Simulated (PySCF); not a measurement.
## Electronic structure of Re²⁺ (rhenium, charge +2) at the UHF level

Configuration: [Xe] 4f14 5d4 6s1, high-spin 6D determinant (an excited configuration). Computed with PySCF 2.14 in aug-cc-pwCVTZ-PP with ECP60MDF (8s8p7d4f3g, 122 functions), with scalar relativity through the core potential.

```
Total energy                                                  : -76.943802 hartree
One-electron energy                                           : -122.7848 hartree
Hartree (Coulomb) energy                                      : 53.2031 hartree
Exchange energy                                               : -7.3621 hartree
⟨S²⟩                                                          : 8.7542
⟨L²⟩                                                          : 6.024
Sum of ⟨r⟩                                                    : 19.13 bohr
Sum of ⟨r²⟩                                                   : 34.27 bohr²
Traceless quadrupole moment −½Σ⟨3z² − r²⟩ along its main axis : -0.848 e·bohr²
```

```json
{"shell": "5s α", "electrons": "1", "mean orbital energy (eV)": "-122.55", "spread (eV)": "0", "rms radius, mean of both spins (bohr)": "1.12"}
{"shell": "5s β", "electrons": "1", "mean orbital energy (eV)": "-117.06", "spread (eV)": "0", "rms radius, mean of both spins (bohr)": "1.12"}
{"shell": "5p α", "electrons": "3", "mean orbital energy (eV)": "-80.294", "spread (eV)": "0.913", "rms radius, mean of both spins (bohr)": "1.29"}
{"shell": "5p β", "electrons": "3", "mean orbital energy (eV)": "-72.619", "spread (eV)": "1.454", "rms radius, mean of both spins (bohr)": "1.29"}
{"shell": "5d α", "electrons": "4", "mean orbital energy (eV)": "-30.802", "spread (eV)": "1.309", "rms radius, mean of both spins (bohr)": "1.85"}
{"shell": "6s α", "electrons": "1", "mean orbital energy (eV)": "-24.792", "spread (eV)": "0", "rms radius, mean of both spins (bohr)": "2.84"}
```

Energies and moments cover only the electrons outside the core potential. Spin-orbit coupling, absent here, splits the open shell strongly.
